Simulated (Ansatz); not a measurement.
Calculated with Ansatz (gas phase, PBE0-D4/def2-TZVP geometries, no zero-point term in ΔE). CCSD(T)/CBS adds triple-zeta CCSD(T) − MP2 to the extrapolated MP2 energy (def2 sets, frozen cores). This one scheme is used for every species. Functionals use def2-TZVPP. B3LYP here is the variant with VWN-RPA as its local correlation; programs differ in this. HSE06 is defined as in plane-wave codes. One conformer a species, not always the lowest.

Reaction (cleavage of the B–Si bond): `F[SiH2]B[SiH3]` + `[SiH3]S` → `[SiH3]BS[SiH3]` + `F[SiH3]`

```json
{"level": "LDA (SPW92)", "ΔE (kJ/mol)": "-114.5", "difference from CCSD(T)/CBS": "1.9"}
{"level": "PBE-D4", "ΔE (kJ/mol)": "-111.8", "difference from CCSD(T)/CBS": "4.6"}
{"level": "revPBE-D4", "ΔE (kJ/mol)": "-113.1", "difference from CCSD(T)/CBS": "3.3"}
{"level": "BLYP-D4", "ΔE (kJ/mol)": "-114.4", "difference from CCSD(T)/CBS": "2.0"}
{"level": "r2SCAN-D4", "ΔE (kJ/mol)": "-114.2", "difference from CCSD(T)/CBS": "2.2"}
{"level": "B97M-V", "ΔE (kJ/mol)": "-107.9", "difference from CCSD(T)/CBS": "8.5"}
{"level": "PBE0-D4", "ΔE (kJ/mol)": "-111.8", "difference from CCSD(T)/CBS": "4.6"}
{"level": "r2SCANh-D4", "ΔE (kJ/mol)": "-114.4", "difference from CCSD(T)/CBS": "2.0"}
{"level": "r2SCAN0-D4", "ΔE (kJ/mol)": "-114.6", "difference from CCSD(T)/CBS": "1.8"}
{"level": "HSE06-D4", "ΔE (kJ/mol)": "-111.9", "difference from CCSD(T)/CBS": "4.5"}
{"level": "BHLYP-D4", "ΔE (kJ/mol)": "-113.6", "difference from CCSD(T)/CBS": "2.8"}
{"level": "CAM-B3LYP-D4", "ΔE (kJ/mol)": "-112.5", "difference from CCSD(T)/CBS": "3.9"}
{"level": "ωB97X-V", "ΔE (kJ/mol)": "-109.9", "difference from CCSD(T)/CBS": "6.5"}
{"level": "ωB97M-V", "ΔE (kJ/mol)": "-114.5", "difference from CCSD(T)/CBS": "1.9"}
{"level": "B2PLYP", "ΔE (kJ/mol)": "-117.5", "difference from CCSD(T)/CBS": "-1.1"}
{"level": "PBE-QIDH", "ΔE (kJ/mol)": "-118.1", "difference from CCSD(T)/CBS": "-1.7"}
{"level": "PBE", "ΔE (kJ/mol)": "-109.6", "difference from CCSD(T)/CBS": "6.8"}
{"level": "revPBE", "ΔE (kJ/mol)": "-107.1", "difference from CCSD(T)/CBS": "9.3"}
{"level": "BLYP", "ΔE (kJ/mol)": "-109.6", "difference from CCSD(T)/CBS": "6.8"}
{"level": "r2SCAN", "ΔE (kJ/mol)": "-113.6", "difference from CCSD(T)/CBS": "2.8"}
{"level": "PBE0", "ΔE (kJ/mol)": "-109.9", "difference from CCSD(T)/CBS": "6.5"}
{"level": "B3LYP", "ΔE (kJ/mol)": "-110.3", "difference from CCSD(T)/CBS": "6.1"}
{"level": "r2SCANh", "ΔE (kJ/mol)": "-113.8", "difference from CCSD(T)/CBS": "2.6"}
{"level": "r2SCAN0", "ΔE (kJ/mol)": "-113.9", "difference from CCSD(T)/CBS": "2.5"}
{"level": "HSE06", "ΔE (kJ/mol)": "-110.1", "difference from CCSD(T)/CBS": "6.3"}
{"level": "CAM-B3LYP", "ΔE (kJ/mol)": "-110.5", "difference from CCSD(T)/CBS": "5.9"}
{"level": "LC-ωPBE", "ΔE (kJ/mol)": "-107.5", "difference from CCSD(T)/CBS": "8.9"}
{"level": "RPA@PBE/def2-TZVPP", "ΔE (kJ/mol)": "-117.8", "difference from CCSD(T)/CBS": "-1.4"}
{"level": "HF/def2-SVP", "ΔE (kJ/mol)": "-109.2", "difference from CCSD(T)/CBS": "7.2"}
{"level": "MP2/def2-SVP", "ΔE (kJ/mol)": "-133.6", "difference from CCSD(T)/CBS": "-17.2"}
{"level": "CCSD/def2-SVP", "ΔE (kJ/mol)": "-120.7", "difference from CCSD(T)/CBS": "-4.3"}
{"level": "CCSD(T)/def2-SVP", "ΔE (kJ/mol)": "-125.1", "difference from CCSD(T)/CBS": "-8.7"}
{"level": "SCS-MP2/def2-TZVPP", "ΔE (kJ/mol)": "-123.4", "difference from CCSD(T)/CBS": "-7.0"}
{"level": "CCSD/def2-TZVPP", "ΔE (kJ/mol)": "-112.4", "difference from CCSD(T)/CBS": "4.0"}
{"level": "CCSD(T)/def2-TZVPP", "ΔE (kJ/mol)": "-117.0", "difference from CCSD(T)/CBS": "-0.6"}
{"level": "HF/def2-QZVPP", "ΔE (kJ/mol)": "-106.6", "difference from CCSD(T)/CBS": "9.8"}
{"level": "SCS-MP2/def2-QZVPP", "ΔE (kJ/mol)": "-122.9", "difference from CCSD(T)/CBS": "-6.5"}
{"level": "HF/CBS(def2)", "ΔE (kJ/mol)": "-106.6", "difference from CCSD(T)/CBS": "9.8"}
{"level": "MP2/CBS(def2)", "ΔE (kJ/mol)": "-128.1", "difference from CCSD(T)/CBS": "-11.7"}
{"level": "CCSD/CBS(def2)", "ΔE (kJ/mol)": "-111.8", "difference from CCSD(T)/CBS": "4.6"}
{"level": "CCSD(T)/CBS", "ΔE (kJ/mol)": "-116.4", "difference from CCSD(T)/CBS": "0"}
```

Q: What do rigid-rotor, harmonic-oscillator terms from PBE0-D4/def2-TZVP frequencies (298.15 K, 1 bar) make of the CCSD(T)/CBS value? (Best estimate.)

A: Ansatz gave: ΔZPE = +4.1 kJ/mol, ΔH = -113.3 kJ/mol, ΔS = -21 J/(mol·K), ΔG = -107.1 kJ/mol.

Largest T1 diagnostic among the species: 0.015.

The D4 term adds −3.6 kJ/mol with B3LYP and −1.9 kJ/mol with PBE0; it sums over pairs of atoms, weighted by their polarisabilities, and B3LYP, whose exchange is more repulsive, gets the larger term. Leaving LDA and LC-ωPBE aside and taking each functional with its dispersion term where it has one, the values spread over 10.1 kJ/mol, from PBE-QIDH to B97M-V. LDA lies −4.9 kJ/mol from PBE without D4. In def2-TZVPP, CCSD(T) changes the Hartree–Fock value by −10.3 kJ/mol (the triples alone add −4.6 kJ/mol) and MP2 by −21.9 kJ/mol.
